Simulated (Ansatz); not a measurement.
Reaction (substitution at a C–C bond): `C=CC(O)(F)F` + `[GeH3][SeH]` → `C=C[Se][GeH3]` + `OC(F)F`

Gas-phase electronic energies from Ansatz, PBE0-D4/def2-TZVP geometries. CCSD(T)/CBS adds triple-zeta CCSD(T) − MP2 to the extrapolated MP2 energy (def2 sets, frozen cores). Functionals use def2-TZVPP. B3LYP here is the variant with VWN-RPA as its local correlation; programs differ in this. For Ge, Se outer-core shells are correlated without core-valence functions, which leaves a few kJ/mol of doubt a bond. Scalar relativity is left out up to krypton. Each species was taken in one conformer, which may not be the lowest.

```tsv
level	ΔE (kJ/mol)	difference from CCSD(T)/CBS
PBE-D4	12.8	-5.6
r2SCAN-D4	20.6	2.2
PBE0-D4	17.1	-1.3
B3LYP-D4	15.8	-2.6
ωB97X-V	24.2	5.8
ωB97M-V	24.6	6.2
B2PLYP	16.4	-2.0
PBE	14.4	-4.0
r2SCAN	21.0	2.6
PBE0	18.7	0.3
B3LYP	18.7	0.3
HF/def2-TZVPP	27.1	8.7
MP2/def2-TZVPP	9.7	-8.7
SCS-MP2/def2-TZVPP	12.1	-6.3
CCSD/def2-TZVPP	19.7	1.3
CCSD(T)/def2-TZVPP	17.5	-0.9
HF/def2-QZVPP	27.2	8.8
MP2/def2-QZVPP	10.3	-8.1
SCS-MP2/def2-QZVPP	12.6	-5.8
HF/CBS(def2)	27.2	8.8
MP2/CBS(def2)	10.7	-7.7
CCSD/CBS(def2)	20.7	2.3
CCSD(T)/CBS	18.4	0
```

Largest T1 diagnostic among the species: 0.012.

In def2-TZVPP, CCSD(T) changes the Hartree–Fock value by −9.7 kJ/mol (the triples alone add −2.3 kJ/mol) and MP2 by −17.4 kJ/mol. From PBE to PBE0 (25 % exact exchange), in def2-TZVPP and without D4, ΔE moves by +4.3 kJ/mol.
